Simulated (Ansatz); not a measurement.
The same ligand exchange along the group B, Al, Ga.

Computed with Ansatz on PBE0-D4/def2-TZVP structures; ΔE is electronic, products minus reactants. CCSD(T)/CBS is the MP2 limit (def2-TZVPP, def2-QZVPP) plus CCSD(T) − MP2 in def2-TZVPP, frozen cores. This one scheme is used for every species. def2 core potentials past Kr. For Ga, Sn outer-core shells are correlated without core-valence functions, which leaves a few kJ/mol of doubt a bond. Scalar relativity is left out up to krypton.

| reaction | CCSD(T)/def2-SVP (eV) |
| --- | --- |
| `[BH2][SnH2][CH3]` + H–F → `BF` + `[CH3][SnH3]` | -1.93 |
| `[CH3][SnH2][AlH2]` + H–F → `[F][AlH2]` + `[CH3][SnH3]` | -1.66 |
| `[CH3][SnH2][GaH2]` + H–F → `[F][GaH2]` + `[CH3][SnH3]` | -0.71 |

Task: Give the CCSD(T)/CBS values in the same order. (An estimate is asked.)

Result: Computed: -1.57, -1.51, -0.41 eV.

Largest T1 diagnostic: 0.014, for `[F][GaH2]`.
